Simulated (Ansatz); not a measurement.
Start from `CO[SiH](C)F` and change one atom or group to get `B[SiH](F)OC`.

Ansatz, PBE0-D4/def2-TZVP geometries, multiplicity 1. Each molecule was computed in one conformer, which needn't be the lowest.

| property | `CO[SiH](C)F` |
| --- | --- |
| HOMO–LUMO gap (ωB97M-V/def2-TZVPP) / eV | 13.56 |
| zero-point energy (PBE0-D4/def2-TZVP) / kJ/mol | 239.5 |
| LUMO energy (B3LYP/def2-TZVPP) / eV | 0.90 |
| LUMO energy (PBE0/def2-TZVPP) / eV | 1.20 |
| size of the dipole moment (PBE/def2-TZVPP) / D | 1.14 |
| HOMO energy (PBE0/def2-TZVPP) / eV | -8.52 |

(1) Give the same properties after the change, and the shifts. (An estimate is asked.)

## Answers

(1) The calculation gave: 
```json
{"property": "HOMO–LUMO gap (ωB97M-V/def2-TZVPP) / eV", "`B[SiH](F)OC`": "9.94", "shift": "-3.62"}
{"property": "zero-point energy (PBE0-D4/def2-TZVP) / kJ/mol", "`B[SiH](F)OC`": "195.3", "shift": "-44.2"}
{"property": "LUMO energy (B3LYP/def2-TZVPP) / eV", "`B[SiH](F)OC`": "-2.79", "shift": "-3.69"}
{"property": "LUMO energy (PBE0/def2-TZVPP) / eV", "`B[SiH](F)OC`": "-2.59", "shift": "-3.79"}
{"property": "size of the dipole moment (PBE/def2-TZVPP) / D", "`B[SiH](F)OC`": "1.43", "shift": "0.29"}
{"property": "HOMO energy (PBE0/def2-TZVPP) / eV", "`B[SiH](F)OC`": "-8.33", "shift": "0.19"}
```

With PBE0 the HOMO rises by 0.19 eV and the LUMO falls by 3.79 eV, so the gap narrows by about 3.98 eV. PBE moves the HOMO by -0.04 eV and ωB97M-V by 0.37 eV. The zero-point energy changes by -44.2 kJ/mol with -3 modes. Dipoles are sizes alone; their direction can turn.

B3LYP here is the variant with VWN-RPA as its local correlation; programs differ in this.
